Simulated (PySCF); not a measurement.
Ligand-field analysis of [TcBr6]2-

[TcBr6]2-: Tc(IV) (d3), charge -2. The structure is a PBE0-D3(BJ)/def2-SVP, IEF-PCM water geometry optimised for multiplicity 4; coordination octahedral, point group Oh, metal–donor distances 2.53 Å.

The d shell alone is too small an active space for [TcBr6]2- (an active orbital has only 0.54 squared overlap with the free ion's shell): its levels, fitted parameters, g values and moments show what this model gives and aren't sound predictions.

```
7

Tc    0.000    0.000    0.000
Br    0.000    2.530    0.000
Br    0.000   -2.530    0.000
Br    0.000    0.000    2.530
Br    0.000    0.000   -2.530
Br    2.530    0.000    0.000
Br   -2.530    0.000    0.000
```

Method (PySCF 2.14, density fitting): CASSCF(3,5) with orbitals averaged over all microstates of the shell, strongly contracted NEVPT2 on the averaged canonical orbitals; basis x2c-TZVPall on the metal, x2c-SVPall elsewhere; spin-free X2C; IEF-PCM water; spin-orbit coupling by state interaction with the mean-field operator over all roots.

Spin-free states:

| 2S+1 | deg. | symmetry | free-ion term | CASSCF / cm⁻¹ | NEVPT2 / cm⁻¹ | f(ED) | occupations |
| --- | --- | --- | --- | --- | --- | --- | --- |
| 4 | 1 | 4A2g | 4F 1.00 | 0 | 0 | – | 1.0 1.0 1.0 0.0 0.0 |
| 2 | 2 | 2Eg | 2G 0.59 | 13215 | 11974 | – | 1.0 1.0 1.0 0.0 0.0 |
| 2 | 3 | 2T1g | 2H 0.36 | 13817 | 12356 | – | 1.0 1.0 1.0 0.0 0.0 |
| 2 | 3 | 2T2g | 2D 0.50 | 21034 | 19100 | – | 1.0 1.0 1.0 0.1 0.1 |
| 4 | 3 | 4T2g | 4F 1.00 | 22718 | 28873 | 0 | 0.7 0.7 0.7 0.5 0.5 |
| 4 | 3 | 4T1g | 4P 0.65 | 28959 | 33402 | 0 | 0.7 0.7 0.7 0.5 0.5 |
| 2 | 3 | 2T2g | 2G 0.54 | 32911 | 37319 | – | 0.7 0.7 0.7 0.5 0.5 |
| 2 | 1 | 2A1g | 2G 1.00 | 32853 | 37947 | – | 0.7 0.7 0.7 0.5 0.5 |
| 2 | 3 | 2T1g | 2H 0.65 | 34707 | 39054 | – | 0.7 0.7 0.7 0.5 0.5 |
| 2 | 2 | 2Eg | 2D 0.52 | 36585 | 40622 | – | 0.7 0.7 0.7 0.5 0.5 |
| 2 | 3 | 2T1g | 2F 0.38 | 37739 | 41004 | – | 0.7 0.7 0.7 0.5 0.5 |
| 2 | 3 | 2T2g | 2F 0.63 | 42832 | 44204 | – | 0.7 0.7 0.7 0.5 0.5 |
| 2 | 1 | 2A2g | 2F 1.00 | 44528 | 45900 | – | 0.7 0.7 0.7 0.5 0.5 |
| 2 | 2 | 2Eg | 2D 0.80 | 54446 | 53929 | – | 0.7 0.7 0.7 0.5 0.5 |
| 4 | 3 | 4T1g | 4F 0.65 | 49374 | 57003 | 0 | 0.3 0.3 0.3 1.0 1.0 |
| 2 | 3 | 2T2g | 2G 0.35 | 57576 | 63231 | – | 0.3 0.3 0.3 1.0 1.0 |
| 2 | 3 | 2T1g | 2H 0.64 | 57135 | 63648 | – | 0.3 0.3 0.3 1.0 1.0 |
| 2 | 3 | 2T1g | 2F 0.57 | 61916 | 65820 | – | 0.3 0.3 0.3 1.0 1.0 |
| 2 | 3 | 2T2g | 2D 0.73 | 72909 | 72652 | – | 0.3 0.3 0.3 1.0 1.0 |
| 2 | 2 | 2Eg | 2D 0.47 | 85726 | 88108 | – | 0.0 0.0 0.0 1.5 1.5 |

Energies are counted from the ground state at NEVPT2 level. Weights follow the labels. f(ED) is the electric-dipole oscillator strength from the ground state at the fixed geometry, without vibronic coupling; occupations, where given, run over the ligand-field orbitals from the lowest.

## Ligand-field fit

```tsv
cm⁻¹	CASSCF
10Dq	22485
B	558
B, free ion	912
C	2480
C, free ion	3709
rms of the fit	1113
```

| orbital | CASSCF / cm⁻¹ | metal share | main function |
| --- | --- | --- | --- |
| 1 | 0 | 0.88 | degenerate set |
| 2 | 0 | 0.88 | degenerate set |
| 3 | 0 | 0.88 | degenerate set |
| 4 | 22485 | 0.64 | degenerate set |
| 5 | 22485 | 0.64 | degenerate set |

ζ = 618 cm⁻¹, against 1084 for the free ion. Spin-orbit coupling on the heavy ligands mixes in, so a single ζ doesn't describe the levels.

## Spin-orbit levels

```json
{"E / cm⁻¹": "0.0", "deg.": "4", "make-up": "1.00 4A2g", "g (S′ = 1/2)": "–"}
{"E / cm⁻¹": "11945.1", "deg.": "4", "make-up": "0.99 2Eg", "g (S′ = 1/2)": "–"}
{"E / cm⁻¹": "12255.4", "deg.": "4", "make-up": "0.98 2T1g", "g (S′ = 1/2)": "–"}
{"E / cm⁻¹": "12475.6", "deg.": "2", "make-up": "1.00 2T1g", "g (S′ = 1/2)": "0.58 0.58 0.58"}
{"E / cm⁻¹": "19266.8", "deg.": "4", "make-up": "0.97 2T2g", "g (S′ = 1/2)": "–"}
{"E / cm⁻¹": "19307.3", "deg.": "2", "make-up": "1.00 2T2g", "g (S′ = 1/2)": "1.86 1.86 1.86"}
{"E / cm⁻¹": "28501.6", "deg.": "2", "make-up": "0.99 4T2g", "g (S′ = 1/2)": "2.87 2.87 2.87"}
{"E / cm⁻¹": "28711.2", "deg.": "4", "make-up": "0.98 4T2g", "g (S′ = 1/2)": "–"}
{"E / cm⁻¹": "29050.5", "deg.": "4", "make-up": "0.97 4T2g", "g (S′ = 1/2)": "–"}
{"E / cm⁻¹": "29151.0", "deg.": "2", "make-up": "0.99 4T2g", "g (S′ = 1/2)": "2.44 2.44 2.44"}
{"E / cm⁻¹": "33162.1", "deg.": "2", "make-up": "0.97 4T1g", "g (S′ = 1/2)": "–"}
{"E / cm⁻¹": "33400.8", "deg.": "4", "make-up": "0.98 4T1g", "g (S′ = 1/2)": "–"}
{"E / cm⁻¹": "33607.9", "deg.": "2", "make-up": "0.99 4T1g", "g (S′ = 1/2)": "–"}
{"E / cm⁻¹": "33670.1", "deg.": "4", "make-up": "0.97 4T1g", "g (S′ = 1/2)": "–"}
{"E / cm⁻¹": "37234.2", "deg.": "2", "make-up": "0.99 2T2g", "g (S′ = 1/2)": "–"}
{"E / cm⁻¹": "37331.1", "deg.": "4", "make-up": "0.95 2T2g", "g (S′ = 1/2)": "–"}
```

Only the lowest levels are listed: 50 of 120 states.

## Magnetism

The ground multiplet follows a spin Hamiltonian with S = 3/2, g = 1.968, 1.968, 1.968, D = 0 (spin-orbit part alone); the lowest levels hold 100 % of the spin-free ground state. μeff is 3.82 μB at 300 K and 3.81 μB at 10 K; the spin-only value is 3.88 μB.

| T / K | χT / cm³ K mol⁻¹ | μeff / μB |
| --- | --- | --- |
| 2 | 1.817 | 3.81 |
| 5 | 1.817 | 3.81 |
| 10 | 1.817 | 3.81 |
| 20 | 1.817 | 3.81 |
| 30 | 1.817 | 3.81 |
| 50 | 1.818 | 3.81 |
| 75 | 1.819 | 3.81 |
| 100 | 1.819 | 3.81 |
| 150 | 1.820 | 3.81 |
| 200 | 1.821 | 3.82 |
| 250 | 1.823 | 3.82 |
| 300 | 1.824 | 3.82 |

Powder magnetisation at 2 K: 0.79 μB at 0.5 T, 1.45 μB at 1 T, 2.28 μB at 2 T, 2.64 μB at 3 T, 2.88 μB at 5 T, 2.93 μB at 7 T.

Charge-transfer states lie outside this active space and may come lower than some of these levels. NEVPT2 lifts 4T2g from 22718 to 28873 cm⁻¹; on the d shell alone it tends to overshoot states that fill the eg-type orbitals. NEVPT2 on the d shell alone tends to put d–d bands too high for such charged or covalently bound ions.

The job took 2.1 min on one thread of Arm Neoverse V1 (shared host), with 255 basis functions and a peak of 1.4 GiB, launched as `OMP_NUM_THREADS=1 python lf_run.py task.json out`.
